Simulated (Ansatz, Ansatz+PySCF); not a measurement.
A single Al atom.

UHF-MP2 on doublet Al was run in several spherical basis sets with Ansatz (development build ahead of 0.2.0). Frozen core: 5 orbitals.

Rank the basis sets by the total energy that they give, lowest first, with the distance from the lowest.
A. cc-pVDZ
B. def2-TZVP
C. def2-SVP
D. cc-pVTZ
E. 6-31G(d)

D (0.00 eV), B (0.15 eV), A (0.29 eV), E (0.81 eV), C (2.63 eV).

Totals follow the description of the cores as much as that of the bonds, so this order isn't one of quality for chemistry.
